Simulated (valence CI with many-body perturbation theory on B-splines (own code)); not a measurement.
**E1 transitions of Cd XLIII**

Level of theory: configuration interaction combined with many-body perturbation theory (CI+MBPT): four valence electrons over a frozen Dirac-Fock core [He], radial functions for each j: 11 s, 11 p, 9 d, 7 f, 5 g, 2 h, 1 i, with the one-electron correlation potential Σ1, the two-electron term Σ2, the three-electron term Σ3, Breit, model QED; selected CI, second order for the rest (own B-spline code, finite nucleus).

No measured spectrum was set against this ion. As an estimate, large intervals hold to a few tenths of a per cent, small ones and those within an open d or f shell to about a per cent. Among the levels kept, up to 260 cm⁻¹ of a level comes from second order outside the variational space, and about a tenth of that is noise between levels of different J, which matters for small intervals.

Lines 1 to 50 of 258 in falling wavelength, among levels below 325.20 Ry, chosen from the strongest by gf and those to the six lowest levels. Wavelengths and rates use the calculated energies. Electric multipoles are in the length gauge, E1 and E2 with the static RPA response of the core. Weak lines are less certain than strong ones. Lines between different terms over intervals too small for the method are left out, as are lines whose strength nearly cancels. The highest levels of a list are the least certain.

Levels are named by their leading jj configuration (3d3/2^4 stands for four electrons in 3d with j = 3/2), which in mixed levels can hold well under half, so a name can repeat and another be missing. Letters in brackets count levels of one name in rising energy.

```tsv
λ vac (nm)	Upper	Lower	A (s⁻¹)	S (a.u.)
19.92	(2s 2p1/2 2p3/2 3d5/2) J=4 [a]	(2s 2p1/2 2p3/2 3p3/2) J=3 [a]	5.01e+09	1.76e-01
19.82	(2s 2p1/2 2p3/2 3d5/2) J=5	(2s 2p1/2 2p3/2 3p3/2) J=4	5.52e+09	2.33e-01
19.50	(2s 2p1/2^2 3d5/2) J=3	(2s 2p1/2^2 3p3/2) J=2	5.22e+09	1.34e-01
18.66	(2s 2p1/2 2p3/2 3p1/2) J=2 [b]	(2s 2p1/2 2p3/2 3s) J=3	4.74e+09	7.60e-02
17.97	(2s^2 2p1/2 3d5/2) J=3	(2s^2 2p1/2 3p3/2) J=2	6.83e+09	1.37e-01
17.91	(2s 2p1/2 2p3/2 3d5/2) J=4 [b]	(2s 2p1/2 2p3/2 3p3/2) J=3 [b]	6.12e+09	1.56e-01
17.74	(2s^2 2p3/2 3d5/2) J=4	(2s^2 2p3/2 3p3/2) J=3	6.16e+09	1.53e-01
17.18	(2s^2 2p1/2 3d5/2) J=2	(2s^2 2p1/2 3p3/2) J=1	6.09e+09	7.62e-02
17.18	(2s 2p1/2 2p3/2 3d5/2) J=3 [b]	(2s 2p1/2 2p3/2 3p3/2) J=2 [b]	4.15e+09	7.27e-02
17.11	(2s 2p1/2 2p3/2 3d5/2) J=2 [a]	(2s 2p1/2 2p3/2 3p3/2) J=1 [a]	5.38e+09	6.66e-02
16.55	(2s 2p1/2^2 3d5/2) J=2 [b]	(2s 2p1/2^2 3p3/2) J=1	4.92e+09	5.50e-02
16.54	(2s 2p1/2 2p3/2 3d3/2) J=3 [b]	(2s 2p1/2 2p3/2 3p3/2) J=2 [a]	3.92e+09	6.12e-02
12.64	(2s 2p1/2 2p3/2 3p3/2) J=1 [a]	(2s 2p1/2 2p3/2 3s) J=1 [a]	1.75e+10	5.23e-02
12.50	(2s 2p1/2 2p3/2 3p3/2) J=2 [b]	(2s 2p1/2 2p3/2 3s) J=2 [b]	1.35e+10	6.50e-02
12.39	(2s 2p1/2 2p3/2 3d3/2) J=2 [d]	(2s 2p1/2 2p3/2 3p1/2) J=1 [c]	8.86e+09	4.16e-02
12.27	(2s 2p1/2 2p3/2 3d3/2) J=2 [b]	(2s 2p1/2 2p3/2 3p1/2) J=2 [b]	1.18e+10	5.39e-02
12.11	(2s 2p1/2^2 3p3/2) J=1	(2s 2p1/2^2 3s) J=0	2.00e+10	5.26e-02
12.09	(2s^2 2p3/2 3p3/2) J=1	(2s^2 2p3/2 3s) J=1	1.72e+10	4.49e-02
11.89	(2s 2p1/2 2p3/2 3d3/2) J=1 [b]	(2s 2p1/2 2p3/2 3p1/2) J=2 [b]	1.54e+10	3.83e-02
11.85	(2s 2p1/2 2p3/2 3p3/2) J=2 [c]	(2s 2p1/2 2p3/2 3s) J=1 [c]	1.26e+10	5.20e-02
11.79	(2s^2 2p3/2 3p3/2) J=3	(2s^2 2p3/2 3s) J=2	1.92e+10	1.09e-01
11.62	(2s 2p1/2 2p3/2 3p3/2) J=4	(2s 2p1/2 2p3/2 3s) J=3	3.44e+10	2.40e-01
11.61	(2s 2p1/2 2p3/2 3p3/2) J=1 [b]	(2s 2p1/2 2p3/2 3s) J=2 [b]	1.97e+10	4.57e-02
11.56	(2s 2p1/2 2p3/2 3p3/2) J=3 [c]	(2s 2p1/2 2p3/2 3s) J=2 [c]	3.13e+10	1.67e-01
11.55	(2s 2p1/2 2p3/2 3d3/2) J=4	(2s 2p1/2 2p3/2 3p1/2) J=3	1.90e+10	1.30e-01
11.52	(2s 2p1/2 2p3/2 3p3/2) J=2 [a]	(2s 2p1/2 2p3/2 3s) J=1 [a]	1.64e+10	6.20e-02
11.45	(2s^2 2p3/2 3d3/2) J=2	(2s^2 2p3/2 3p1/2) J=1	1.12e+10	4.17e-02
11.45	(2s^2 2p3/2 3d3/2) J=3	(2s^2 2p3/2 3p1/2) J=2	1.13e+10	5.88e-02
11.43	(2s 2p1/2^2 3d3/2) J=2	(2s 2p1/2^2 3p1/2) J=1	2.17e+10	7.99e-02
11.40	(2s 2p3/2^2 3s) J=3	(2s 2p1/2 2p3/2 3p1/2) J=2 [c]	1.02e+10	5.23e-02
11.37	(2s 2p1/2 2p3/2 3p3/2) J=3 [b]	(2s 2p1/2 2p3/2 3s) J=2 [b]	1.97e+10	9.99e-02
11.30	(2s 2p1/2 2p3/2 3d3/2) J=3 [a]	(2s 2p1/2 2p3/2 3p1/2) J=2 [a]	1.68e+10	8.39e-02
11.13	(2s 2p1/2 2p3/2 3d3/2) J=3 [c]	(2s 2p1/2 2p3/2 3p1/2) J=2 [c]	1.23e+10	5.86e-02
11.09	(2s 2p1/2 2p3/2 3d3/2) J=2 [a]	(2s 2p1/2 2p3/2 3p1/2) J=1 [a]	1.24e+10	4.18e-02
11.08	(2s^2 2p1/2 3d3/2) J=2	(2s^2 2p1/2 3p1/2) J=1	2.37e+10	7.98e-02
11.08	(2s 2p1/2 2p3/2 3p3/2) J=3 [a]	(2s 2p1/2 2p3/2 3s) J=2 [a]	3.39e+10	1.59e-01
11.02	(2s 2p1/2 2p3/2 3d3/2) J=1 [a]	(2s 2p1/2 2p3/2 3p1/2) J=1 [a]	2.04e+10	4.04e-02
10.92	(2s^2 2p1/2 3p3/2) J=1	(2s^2 2p1/2 3s) J=0	1.91e+10	3.68e-02
10.87	(2s 2p1/2^2 3p3/2) J=2	(2s 2p1/2^2 3s) J=1	4.29e+10	1.36e-01
10.75	(2s 2p1/2 2p3/2 3d3/2) J=2 [c]	(2s 2p1/2 2p3/2 3p1/2) J=1 [b]	1.46e+10	4.49e-02
10.69	(2s^2 2p3/2 3d3/2) J=1	(2s^2 2p3/2 3p1/2) J=1	1.97e+10	3.57e-02
10.66	(2s 2p1/2 2p3/2 3p3/2) J=2 [d]	(2s 2p1/2 2p3/2 3s) J=1 [c]	2.02e+10	6.05e-02
10.59	(2s^2 2p1/2 3p3/2) J=2	(2s^2 2p1/2 3s) J=1	4.17e+10	1.22e-01
10.27	(2s 2p1/2 2p3/2 3p1/2) J=3	(2s^2 2p3/2 3p1/2) J=2	1.36e+10	5.09e-02
10.23	(2s 2p1/2 2p3/2^2) J=2 [a]	(2s^2 2p3/2^2) J=2	5.28e+08	1.40e-03
10.22	(2s 2p1/2 2p3/2 3p3/2) J=2 [d]	(2s 2p1/2 2p3/2 3s) J=1 [b]	1.40e+10	3.69e-02
10.08	(2s 2p1/2 2p3/2 3p3/2) J=3 [b]	(2s 2p1/2 2p3/2 3s) J=3	1.70e+10	6.01e-02
9.789	(2s 2p1/2 2p3/2 3p3/2) J=1 [d]	(2s 2p1/2 2p3/2 3s) J=1 [b]	2.64e+10	3.66e-02
9.779	(2s 2p1/2 2p3/2 3p3/2) J=2 [a]	(2s 2p1/2 2p3/2 3s) J=2 [a]	1.83e+10	4.22e-02
9.488	(2s 2p1/2 2p3/2 3s) J=3	(2s^2 2p3/2 3s) J=2	1.85e+10	5.45e-02
```
